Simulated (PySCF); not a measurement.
**Diatomic cations of Na with the fifth-period p block**

PBE0 with double-zeta basis sets in PySCF, for the lowest determinant that a PBE0 search found; no spin–orbit coupling. De refers to high-spin ground-configuration atoms (the charge goes to the atom of lower measured ionisation energy or higher electron affinity, which is not always the lowest computed limit). A positive dipole points towards Na; it is taken about the centre of mass and depends on that origin.

```tsv
M	basis	charged atom	state (unpaired electrons)	Re (Å)	ωe (cm⁻¹)	De (eV)	μ (D)
In	def2-SVPD	Na+	doublet (σ ↑)	3.569	95.6	1.07	8.26
Sn	def2-SVP	Na+	triplet (σ ↑, π ↑)	3.409	106	0.60	9.96
Sb	cc-pVDZ/cc-pVDZ-PP	Na+	quartet (σ ↑, π ↑↑)	3.350	104	0.33	10.74
Te	x2c-SVPall	Na+	triplet (π ↑↑)	3.142	145	0.79	9.97
I	def2-SVP	Na+	doublet (π ↑)	3.158	127	0.44	10.74
```

The shortest bond is that of NaTe⁺ (3.142 Å), the longest that of NaIn⁺ (3.569 Å).

The rows differ in basis set, which adds steps of its own.

The state changes along the series, so neighbouring rows are not always alike in their bonding.

Weak bonds: NaI⁺, NaSb⁺. Basis-set superposition, not corrected here, can be much of De in a small basis, most of all at correlated wavefunction levels. These are scalar-relativistic numbers at best; spin–orbit coupling would shift them, the dissociation energy most. For an ion De counts to the pair picked by the measured ionisation energies or electron affinities, which need not be the lowest pair at this level. States were picked by a PBE0 search and need not be the measured ground states.
